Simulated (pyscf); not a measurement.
PySCF, gas phase, ωB97X-D3(BJ)/def2-SVP geometries. MP2 and CC: frozen core, UHF for open shells. ΔMP2 is the change of the MP2 total energy from the triple- to the quadruple-zeta basis.

PBE/def2-TZVP puts the barrier of •H₂C–SiH₂–Cl -> H₃C–SiH•–Cl (hydrogen shift; doublet surface; H–Si broken, C–H formed) at 1.33 eV and the reaction energy at -0.66 eV, from the reactant's lowest minimum found. What do B3LYP-D3(BJ)/def2-TZVP, ωB97M-D3(BJ)/def2-TZVP, CCSD(T)/def2-TZVPP + ΔMP2(QZVPP) give on the same structures?

B3LYP-D3(BJ): ΔE‡ = 1.63 eV, ΔE = -0.51 eV; ωB97M-D3(BJ): ΔE‡ = 1.71 eV, ΔE = -0.48 eV; CCSD(T): ΔE‡ = 1.71 eV, ΔE = -0.49 eV. PBE's barrier lies under all of them, by 0.30 to 0.38 eV. Its reaction energy lies under all of them, by 0.15 to 0.18 eV. Low barriers are usual for a GGA, whose delocalisation error favours stretched bonds. One saddle was located; it need not be the lowest between these sides. The CCSD(T) − MP2 part came from Ansatz, without density fitting, on the same reference.
